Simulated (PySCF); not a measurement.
Ga(Cl)2(Br), BrCl2Ga, SMILES [Cl][Ga]([Cl])[Br], singlet at its B3LYP/def2-SVP optimised geometry (Å):

```
4

Ga    -0.4912    -0.0444     0.0000
Cl     1.6501    -0.0444     0.0000
Cl    -1.5281    -1.9178     0.0015
Br    -1.6501     1.9178     0.0000
```

Computed with B3LYP/def2-TZVP run with PySCF 2.14.0. Cells within 0.4 Å of a nucleus heavier than hydrogen are left out (blank, or x).

Map of the Laplacian of the electron density (e/bohr⁵), clipped to [-1.50, 1.50] on the plane z = 0.0 Å:

```
|333333333333333333333333333|
|333333333333333333333333333|
|333333333333333333333333333|
|333333333333333333333333333|
|333333333333333333333333333|
|333333599833333333333333333|
|3333339xx933333333333333333|
|3333339xx953333333333333333|
|33333399x933333333333333333|
|333333368333333333333333333|
|333333333334433333333333333|
|333333333389973332003333333|
|33333333379xx95325x90333333|
|33333333399xx97319xx9333333|
|33333333389xx96329xx2333333|
|333333333499994331102333333|
|333333333345543333333333333|
|333333321133333333333333333|
|33333319x913333333333333333|
|3333330xxx13333333333333333|
|3333330xxx03333333333333333|
|333333315023333333333333333|
|333333333333333333333333333|
|333333333333333333333333333|
|333333333333333333333333333|
|333333333333333333333333333|
|333333333333333333333333333|
```
Scale: ten equal steps from -0.712 (start of '0') to 1.50 (end of '9'), in the order '0123456789'; x runs from -4.00 to 4.00, y from -4.00 (bottom) to 4.00 (top).
